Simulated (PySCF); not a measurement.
Electron correlation in Li- (lithium, charge -1)

[He] 2s2, closed-shell 1S. All numbers are calculated (PySCF 2.14, scalar relativity by spin-free X2C-1e, in dyall-acv3z (15s9p3d, 57 functions)). Frozen: nothing; 4 electrons correlated; the 5 highest virtual orbitals of each spin left out.

MP2 pair energies summed by pair of shells (mhartree):

```tsv
pair	energy	share (%)
1s-1s	-36.62	66.2
2s-2s	-16.74	30.3
1s-2s	-1.98	3.6
```

Total MP2 correlation energy: -55.34 mhartree.

Same-spin part -0.58 and opposite-spin part -54.76 mhartree; SCS-MP2 scales them by 1/3 and 6/5 to -65.91 mhartree.

MP2 falls well short for the outer s pair, which is nearly degenerate with np².
